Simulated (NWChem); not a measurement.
## Correlation energy of HFSi

```
Si
F 1 1.6354
H 1 1.5468 2 96.80
```
Charge 0, spin multiplicity 1.

Program: NWChem. Structure: optimised with PBE0/def2-SVP, a minimum by its harmonic frequencies.

Basis set: def2-SVP. Each correlation energy counts from its own Hartree-Fock reference.

The correlated methods keep 6 core orbitals frozen. The structure started from a generated list of species. No row is a measurement; the coupled-cluster row has its own basis-set and correlation limits.

```tsv
method	correlation energy (mHa)
MP2	-267.8
SCS-MP2	___
CR-CCSD[T]	-293.7
CR-CCSD(T)	-293.0
CCSD	___
CCSD+T(CCSD)	-294.7
CCSD(T)	-293.9
CCSDT	-294.4
```

Q: What belongs in the gaps?

A: 
- SCS-MP2, correlation energy (mHa): -265.8
- CCSD, correlation energy (mHa): -288.6
